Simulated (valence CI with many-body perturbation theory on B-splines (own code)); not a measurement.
**E1 line list for Er LV**

Computed by configuration interaction combined with many-body perturbation theory (CI+MBPT): four valence electrons over a frozen Dirac-Fock core [Ne], radial functions for each j: 11 s, 11 p, 10 d, 8 f, 5 g, 2 h, with the one-electron correlation potential Σ1 (screened to all orders), the two-electron term Σ2, the three-electron term Σ3, Breit, model QED; selected single and double excitations, second order for the rest, scaled by the run's own slope (own B-spline code, finite nucleus).

No measured spectrum was set against this ion. As an estimate, large intervals hold to a few tenths of a per cent, small ones and those within an open d or f shell to about a per cent. Among the levels kept, up to 570 cm⁻¹ of a level comes from second order outside the variational space, and about a tenth of that is noise between levels of different J, which matters for small intervals.

Lines 201 to 250 of 562 in falling wavelength, among levels below 10560 × 10³ cm⁻¹, chosen from the strongest by gf and those to the six lowest levels. Wavelengths and rates use the calculated energies. Electric multipoles are in the length gauge, E1 and E2 with the static RPA response of the core. Weak lines are less certain than strong ones. Lines between different terms over intervals too small for the method are left out, as are lines whose strength nearly cancels. Where a level lies close to another of its J and parity, the split of strength between their lines is uncertain. The highest levels of a list are the least certain.

Levels are named by their leading jj configuration (3d3/2^4 stands for four electrons in 3d with j = 3/2), which in mixed levels can hold well under half, so a name can repeat and another be missing. Letters in brackets count levels of one name in rising energy.

```tsv
λ vac (Å)	Upper	Lower	A (s⁻¹)	log gf	Branch %
34.04	(3s 3p3/2^2 3d3/2) J=1 [a]	(3s^2 3p3/2 3d3/2) J=0	2.07e+11	-0.97	11.9
34.04	(3s 3p1/2 3p3/2 3d3/2) J=1 [a]	(3s^2 3p1/2 3d3/2) J=2	8.46e+09	-2.36	20.6
33.95	(3s 3p3/2^2 3d3/2) J=2 [a]	(3s^2 3p3/2 3d3/2) J=1	2.31e+11	-0.70	12.4
33.93	(3s 3p3/2^2 3d3/2) J=1 [a]	(3s^2 3p3/2 3d3/2) J=1	1.62e+11	-1.08	9.3
33.85	(3s 3p3/2^2 3d3/2) J=3 [a]	(3s^2 3p3/2 3d3/2) J=2	2.45e+11	-0.53	17.9
33.61	(3s 3p1/2 3p3/2 3d3/2) J=3 [a]	(3s^2 3p1/2 3d3/2) J=2	6.76e+09	-2.10	15.3
33.53	(3s 3p3/2^2 3d5/2) J=5	(3s^2 3p3/2 3d5/2) J=4	2.78e+11	-0.29	100.0
33.48	(3p1/2 3p3/2^2 3d5/2) J=1 [a]	(3s 3p1/2 3p3/2 3d5/2) J=2 [c]	2.16e+11	-0.96	14.9
33.42	(3s 3p1/2 3p3/2 3d3/2) J=2 [b]	(3s^2 3p1/2 3d3/2) J=2	2.25e+10	-1.73	3.8
33.39	(3s 3p1/2 3p3/2^2) J=2 [a]	(3s^2 3p1/2 3p3/2) J=1	3.10e+11	-0.59	96.1
33.30	(3p1/2 3p3/2^2 3d5/2) J=4 [a]	(3s 3p1/2 3p3/2 3d5/2) J=3 [c]	5.79e+11	-0.06	47.7
33.17	(3p1/2 3p3/2^2 3d3/2) J=1 [a]	(3s 3p1/2 3p3/2 3d3/2) J=1 [c]	4.08e+11	-0.70	22.2
33.06	(3p1/2 3p3/2^2 3d5/2) J=5	(3s 3p1/2 3p3/2 3d5/2) J=4 [c]	4.97e+11	-0.05	66.1
33.06	(3p1/2 3p3/2^2 3d5/2) J=3 [a]	(3s 3p1/2 3p3/2 3d5/2) J=3 [c]	1.83e+11	-0.68	11.2
33.00	(3s 3p3/2^2 3d5/2) J=4 [a]	(3s^2 3p3/2 3d5/2) J=4	3.08e+11	-0.34	54.5
32.89	(3p1/2 3p3/2^2 3d3/2) J=1 [b]	(3s 3p1/2 3p3/2 3d3/2) J=0 [b]	1.75e+11	-1.07	7.7
32.86	(3s 3p3/2^2 3d3/2) J=4	(3s^2 3p3/2 3d3/2) J=3	6.04e+11	-0.06	42.9
32.83	(3p1/2 3p3/2^2 3d5/2) J=4 [b]	(3s 3p1/2 3p3/2 3d5/2) J=4 [c]	1.54e+11	-0.65	10.4
32.76	(3s 3p1/2 3p3/2^2) J=3	(3s^2 3p1/2 3p3/2) J=2	1.94e+11	-0.66	94.8
32.67	(3s 3p1/2 3p3/2 3d3/2) J=2 [a]	(3s 3p1/2^2 3p3/2) J=1	1.87e+11	-0.83	64.4
32.67	(3p1/2 3p3/2^2 3d3/2) J=0	(3s 3p1/2 3p3/2 3d3/2) J=1 [c]	9.91e+11	-0.80	53.3
32.64	(3p1/2 3p3/2^2 3d5/2) J=0	(3s 3p1/2 3p3/2 3d5/2) J=1 [b]	8.08e+11	-0.89	60.6
32.62	(3p1/2 3p3/2^2 3d3/2) J=3 [a]	(3s 3p1/2 3p3/2 3d3/2) J=3 [c]	1.41e+11	-0.80	8.7
32.56	(3p1/2 3p3/2^2 3d5/2) J=3 [b]	(3s 3p1/2 3p3/2 3d5/2) J=2 [d]	1.64e+11	-0.74	11.7
32.55	(3p1/2 3p3/2^2 3d3/2) J=3 [b]	(3s 3p1/2 3p3/2 3d3/2) J=2 [e]	7.86e+11	-0.06	34.8
32.47	(3s 3p1/2 3p3/2 3d5/2) J=3 [b]	(3s^2 3p1/2 3d5/2) J=3	1.41e+11	-0.81	31.6
32.41	(3s 3p3/2^2 3d5/2) J=2 [a]	(3s^2 3p3/2 3d5/2) J=1	1.86e+11	-0.83	17.3
32.41	(3p1/2 3p3/2^2 3d3/2) J=1 [b]	(3s 3p1/2 3p3/2 3d3/2) J=1 [d]	1.90e+11	-1.05	8.4
32.36	(3p1/2 3p3/2^2 3d5/2) J=4 [a]	(3s 3p1/2 3p3/2 3d5/2) J=4 [b]	7.98e+10	-0.95	6.6
32.34	(3p1/2 3p3/2^2 3d5/2) J=2 [a]	(3s 3p1/2 3p3/2 3d5/2) J=1 [c]	3.69e+11	-0.54	29.2
32.29	(3p1/2 3p3/2^2 3d3/2) J=2 [c]	(3s 3p1/2 3p3/2 3d3/2) J=1 [d]	3.57e+11	-0.55	19.6
32.29	(3p1/2 3p3/2^2 3d3/2) J=3 [a]	(3s 3p1/2 3p3/2 3d3/2) J=2 [d]	8.03e+10	-1.06	5.0
32.26	(3s 3p1/2 3p3/2 3d5/2) J=4 [b]	(3s^2 3p1/2 3d5/2) J=3	6.01e+10	-1.07	29.7
32.24	(3p1/2 3p3/2^2 3d3/2) J=2 [a]	(3s 3p1/2 3p3/2 3d3/2) J=2 [c]	4.30e+11	-0.47	30.2
32.22	(3p1/2 3p3/2^2 3d3/2) J=4	(3s 3p1/2 3p3/2 3d3/2) J=3 [c]	6.88e+11	-0.02	47.8
32.15	(3p1/2 3p3/2^2 3d5/2) J=4 [a]	(3s 3p1/2 3p3/2 3d5/2) J=3 [b]	1.31e+11	-0.74	10.8
32.09	(3s 3p1/2 3p3/2 3d5/2) J=2 [b]	(3s^2 3p1/2 3d5/2) J=3	1.66e+11	-0.89	32.1
32.08	(3p1/2 3p3/2^2 3d5/2) J=1 [b]	(3s 3p1/2 3p3/2 3d5/2) J=2 [d]	5.15e+11	-0.62	28.4
32.05	(3s 3p1/2 3p3/2 3d3/2) J=0 [a]	(3s 3p1/2^2 3p3/2) J=1	5.33e+10	-2.09	92.5
32.00	(3p1/2 3p3/2^2 3d5/2) J=3 [b]	(3s 3p1/2 3p3/2 3d5/2) J=2 [c]	1.27e+11	-0.86	9.0
32.00	(3s 3p3/2 3d3/2^2) J=2 [c]	(3s 3p1/2 3p3/2 3d5/2) J=2 [c]	1.50e+11	-0.94	5.5
31.95	(3p1/2 3p3/2^3) J=1	(3s 3p1/2 3p3/2^2) J=1 [b]	1.01e+12	-0.33	43.6
31.95	(3s 3p3/2^2 3d5/2) J=4 [b]	(3s^2 3p3/2 3d5/2) J=3	5.47e+11	-0.12	27.9
31.94	(3p1/2^2 3p3/2 3d5/2) J=2	(3s 3p1/2^2 3d5/2) J=2	2.31e+11	-0.75	28.8
31.93	(3s 3p3/2 3d3/2^2) J=1 [b]	(3s^2 3d3/2^2) J=2	4.40e+11	-0.69	13.3
31.92	(3p1/2 3p3/2^2 3d5/2) J=3 [a]	(3s 3p1/2 3p3/2 3d5/2) J=3 [b]	2.62e+11	-0.55	16.1
31.81	(3p1/2 3p3/2^2 3d3/2) J=1 [a]	(3s 3p1/2 3p3/2 3d3/2) J=2 [c]	2.50e+11	-0.94	13.6
31.73	(3p1/2 3p3/2^2 3d5/2) J=4 [b]	(3s 3p1/2 3p3/2 3d5/2) J=4 [b]	2.50e+11	-0.47	16.9
31.72	(3s 3p3/2^2 3d5/2) J=2 [b]	(3s^2 3p3/2 3d5/2) J=1	4.13e+11	-0.51	32.1
31.70	(3s 3p3/2^2 3d5/2) J=2 [a]	(3s^2 3p3/2 3d5/2) J=3	2.91e+11	-0.66	27.2
```
